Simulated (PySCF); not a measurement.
Al(H)(Cl)(OMe) (CH₄AlClO), SMILES C[O][AlH][Cl].

Geometry: PBE-D3(BJ)/def2-SVP. Other conformers were not sampled.

Calculation: IEF-PCM-PBE0/def2-SVP (PySCF).

The values are the electrostatic part of the solvation free energy, E(continuum) − E(gas) at the gas-phase geometry, in a cavity of scaled van der Waals radii (PySCF's table); cavitation and dispersion terms are not included. A continuum can't describe solvent molecules that bind to the metal. In vacuum the orbital gap is 7.61 eV. The dipole moment in vacuum is 1.01 D.

```json
[
 {"solvent": "water", "ε": "78.36", "ΔG(elec) (kcal/mol)": "-4.9", "dipole (D)": "1.15", "gap (eV)": "7.90"},
 {"solvent": "benzene", "ε": "2.27", "ΔG(elec) (kcal/mol)": "-2.2", "dipole (D)": "1.09", "gap (eV)": "7.73"},
 {"solvent": "tetrahydrofuran", "ε": "7.43", "ΔG(elec) (kcal/mol)": "-4.0", "dipole (D)": "1.13", "gap (eV)": "7.84"}
]
```
